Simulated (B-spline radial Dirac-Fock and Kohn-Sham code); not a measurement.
# What relativity does to the binding energies of Sr²⁺

System: strontium as Sr²⁺ in the configuration [Ar] 3d10 4s2 4p6.

Both columns are ΔSCF binding energies of the configuration average from a radial B-spline solver: non-relativistic Hartree-Fock with a point nucleus, and Dirac-Fock with a finite nucleus and the Coulomb interaction alone, averaged over the two j levels with weights 2j+1.

```
shell  Hartree-Fock (eV)  Dirac-Fock (eV)  shift (eV)  shift (%)
   1s            15844.3          16167.6     +323.29      +2.04
   2s             2175.1           2249.5      +74.40      +3.42
   2p             1971.5           1989.9      +18.47      +0.94
   3s              372.2            385.3      +13.10      +3.52
   3p              296.7            299.7       +2.98      +1.00
   3d              159.9            157.1       -2.76      -1.72
   4s              63.70            65.27       +1.57      +2.47
   4p              42.13            42.23       +0.10      +0.23
```

Relativity binds 1s, 2s, 2p, 3s, 3p, 4s, 4p more strongly, among those listed most of all 3s in relative terms, and 3d more weakly, because the contracted s and p shells screen the nucleus better.

Values without a named source are computed, but for edge energies of neutral atoms, which are taken from tables.
